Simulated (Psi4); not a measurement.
Calculation: Psi4 1.11 with SAPT0/jun-cc-pVDZ, frozen core.

Psi4 input:

```
molecule {
0 1
N 0.54545353 0.00000000 -0.00000000
N -0.54545353 -0.00000000 0.00000000
--
0 1
Si 1.75510552 0.32401017 -3.07687386
Cl -0.21912625 0.85725432 -3.37307145
H 2.41926570 0.23940931 -4.39209910
H 1.78905873 -0.98550296 -2.39709233
H 2.39798140 1.35591199 -2.24022840
units angstrom
symmetry c1
no_reorient
no_com
}
set basis jun-cc-pvdz
set scf_type df
set freeze_core true
energy('sapt0')
```

Part of the output:

```
    SAPT Results
  --------------------------------------------------------------------------------------------------------
    Electrostatics                 -1.74575959 [mEh]      -1.09548068 [kcal/mol]      -4.58349117 [kJ/mol]
      Elst10,r                     -1.74575959 [mEh]      -1.09548068 [kcal/mol]      -4.58349117 [kJ/mol]

    Exchange                        5.79862512 [mEh]       3.63869219 [kcal/mol]      15.22428814 [kJ/mol]
      Exch10                        5.79862512 [mEh]       3.63869219 [kcal/mol]      15.22428814 [kJ/mol]
      Exch10(S^2)                   5.77768200 [mEh]       3.62555019 [kcal/mol]      15.16930200 [kJ/mol]

    Induction                      -0.58436177 [mEh]      -0.36669255 [kcal/mol]      -1.53424162 [kJ/mol]
      Ind20,r                      -1.86786247 [mEh]      -1.17210140 [kcal/mol]      -4.90407225 [kJ/mol]
      Exch-Ind20,r                  1.62285739 [mEh]       1.01835839 [kcal/mol]       4.26081150 [kJ/mol]
      delta HF,r (2)               -0.33935669 [mEh]      -0.21294954 [kcal/mol]      -0.89098087 [kJ/mol]

    Dispersion                     -2.66074556 [mEh]      -1.66964304 [kcal/mol]      -6.98578650 [kJ/mol]
      Disp20                       -2.99488414 [mEh]      -1.87931817 [kcal/mol]      -7.86306722 [kJ/mol]
      Exch-Disp20                   0.33413858 [mEh]       0.20967512 [kcal/mol]       0.87728072 [kJ/mol]
      Disp20 (SS)                  -1.49744207 [mEh]      -0.93965908 [kcal/mol]      -3.93153361 [kJ/mol]
      Disp20 (OS)                  -1.49744207 [mEh]      -0.93965908 [kcal/mol]      -3.93153361 [kJ/mol]
      Exch-Disp20 (SS)              0.17523595 [mEh]       0.10996222 [kcal/mol]       0.46008193 [kJ/mol]
      Exch-Disp20 (OS)              0.15890263 [mEh]       0.09971290 [kcal/mol]       0.41719879 [kJ/mol]

  Total HF                          3.46850375 [mEh]       2.17651896 [kcal/mol]       9.10655535 [kJ/mol]
  Total SAPT0                       0.80775819 [mEh]       0.50687592 [kcal/mol]       2.12076885 [kJ/mol]
```
